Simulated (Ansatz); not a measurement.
These are frozen-core CCSD(T)/cc-pVDZ // PBE0-D3(BJ)/def2-SVP run with Ansatz (a quantum-chemistry and plane-wave program) values and carry that method's errors. The restricted HF reference is unstable towards unrestricted orbitals.

Ansatz 0.2 input:
```yaml
crystal:
  periodic: [false, false, false]
  atoms:
    - { symbol: B, position_ang: [-1.819384, -1.262976, -1.318304] }
    - { symbol: C, position_ang: [-0.871617, -0.181941, -0.793584] }
    - { symbol: C, position_ang: [-0.953194, 1.149915, -1.19632] }
    - { symbol: C, position_ang: [-1.861812, 1.736774, -2.10603] }
    - { symbol: C, position_ang: [-2.621723, 2.281566, -2.880179] }
    - { symbol: S, position_ang: [0.235727, 2.17621, -0.455986] }
    - { symbol: C, position_ang: [0.901232, 0.842012, 0.437705] }
    - { symbol: C, position_ang: [1.977276, 0.891639, 1.328721] }
    - { symbol: C, position_ang: [2.364705, -0.286677, 1.950025] }
    - { symbol: C, position_ang: [1.691708, -1.492091, 1.687646] }
    - { symbol: C, position_ang: [0.625913, -1.534683, 0.803447] }
    - { symbol: C, position_ang: [0.207803, -0.358474, 0.156966] }
    - { symbol: H, position_ang: [-1.71392, -2.407444, -0.942955] }
    - { symbol: H, position_ang: [-2.680869, -0.97796, -2.113033] }
    - { symbol: H, position_ang: [-3.302137, 2.749016, -3.568116] }
    - { symbol: H, position_ang: [2.497893, 1.830054, 1.530093] }
    - { symbol: H, position_ang: [3.202495, -0.275193, 2.650826] }
    - { symbol: H, position_ang: [2.014933, -2.407259, 2.188738] }
    - { symbol: H, position_ang: [0.104966, -2.472492, 0.601767] }
basis:
  gaussian: { orbitals: cc-pVDZ }
correlation:
  method: ccsd_t
```

Output:

```
Functional definition: HF
1951 factors; integrals over basis functions are off by at most 8.6e-4 eV
mean field evaluation 1: about -21896.6668 eV, gradient 4.1e1 eV
mean field evaluation 2: about -21897.2406 eV, gradient 4.1e1 eV
mean field evaluation 4: about -21902.9869 eV, gradient 7.8e0 eV
mean field evaluation 8: about -21903.1984 eV, gradient 6.1e-1 eV
mean field evaluation 16: about -21903.2016 eV, gradient 1.6e-6 eV
mean field -21903.20160969 eV, -804.9278126330 hartree, gradient 1.6e-6 eV, S^2 0.000000; 0 other end points of the search recorded, 0 dependent functions left out; unrestricted orbitals would lower it
16 core orbitals not correlated
reference -21903.20160969 eV, -804.9278126330 hartree; 28, 28 occupied and 163, 163 virtual orbitals, 1951 factors
second order -40.77497606 eV of doubles, -0.00000000 eV of singles
cycle   1  -40.60263029 eV  change    1.7e-1 eV  update   1.8e-1
cycle   2  -41.91010804 eV  change    -1.3e0 eV  update   5.8e-2
cycle   3  -42.21199742 eV  change   -3.0e-1 eV  update   2.7e-2
cycle   4  -42.21894260 eV  change   -6.9e-3 eV  update   8.8e-3
cycle   5  -42.22179507 eV  change   -2.9e-3 eV  update   5.1e-3
cycle   6  -42.22451001 eV  change   -2.7e-3 eV  update   1.8e-3
cycle   7  -42.22343513 eV  change    1.1e-3 eV  update   9.7e-4
cycle   8  -42.22317649 eV  change    2.6e-4 eV  update   4.6e-4
cycle   9  -42.22316795 eV  change    8.5e-6 eV  update   2.0e-4
cycle  10  -42.22309270 eV  change    7.5e-5 eV  update   6.8e-5
cycle  11  -42.22302701 eV  change    6.6e-5 eV  update   2.3e-5
perturbative correction -2.06418762 eV, -0.0758574960 hartree
Total energy: -21947.48882433 eV, -806.5553377519 hartree
```

Cost: very roughly 8 core-minutes.
